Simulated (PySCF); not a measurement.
**Dipole response of W³⁺ (tungsten, charge +3)**

[Xe] 4f14 5d3, high-spin 4F determinant. Computed with PySCF 2.14 in aug-cc-pVQZ-PP with ECP60MDF (7s7p6d4f3g2h, 135 functions), with a scalar-relativistic core potential. Coupled (time-dependent) response in atomic units; α is the mean over directions.

```csv
method,mean α (bohr³),C₆ (like pair),S(−4)
PBE0,7.404,36.44,18.13
```

S(−4) is the Cauchy moment in α(ω) = α(0) + S(−4) ω² + …

Spin-orbit coupling is absent.

α(iu) at PBE0:

```tsv
u (hartree)	α(iu) (bohr³)
0	7.404
0.0500	7.359
0.100	7.230
0.200	6.788
0.300	6.230
0.500	5.149
0.750	4.094
1.00	3.316
1.50	2.277
2.00	1.636
3.00	0.9353
5.00	0.4053
```

A single London oscillator, α(iu) = α/(1 + u²/ω²), gives C₆ = (3/4) ω α². Matching the computed C₆ needs ω = 4 × 36.44 / (3 × 7.404²) = 0.886 hartree.

For an ion, C₆ is the dispersion term alone; charge-induced terms of lower order in 1/R come first.

Energies and moments cover only the electrons outside the core potential. Spin-orbit coupling, absent here, splits the open shell strongly.
